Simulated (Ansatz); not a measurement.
System: C3H8ClSi, net charge 0, doublet state. It need not be the lowest isomer of its formula. SMILES: Cl[Si]([CH2])(C)C
Geometry from a B3LYP-D3(BJ)/def2-TZVP (Ansatz, a program for electronic structure) optimisation:
```xyz
13

Si    -0.0644     0.1079    -0.3387
Cl     0.1488    -0.6026     1.6240
C     -1.6842    -0.4893    -0.9697
C      1.3491    -0.5981    -1.3284
C     -0.0176     1.9696    -0.2504
H     -1.8047    -1.4527    -1.4531
H     -2.6085     0.0577    -0.8190
H      1.3107    -1.6887    -1.3385
H      2.3079    -0.2978    -0.9025
H      1.3066    -0.2450    -2.3616
H     -0.1023     2.4023    -1.2502
H     -0.8395     2.3513     0.3576
H      0.9185     2.3127     0.1935
```
Charge 0, spin multiplicity 2.

Computed values are from Ansatz. Correlated levels leave the core frozen unless marked. UHF or UKS for open shells. Spin-orbit coupling is left out. No relativistic terms. Basis-set limits of correlation are two-point, X^-3; Hartree-Fock from the larger set.

```
Quantity                                                               Value
---------------------  -----------------------------------------------------
atomisation energy De  4814.3 kJ/mol at CCSD(T)/CBS(cc-pV(T+d)Z,cc-pV(Q+d)Z)
total energy            -867.8484 Eh at CCSD(T)/CBS(cc-pV(T+d)Z,cc-pV(Q+d)Z)
dipole moment                              2.19 D at CCSD(T)/aug-cc-pV(D+d)Z
T1 diagnostic                                      0.010 at CCSD/cc-pV(Q+d)Z
```
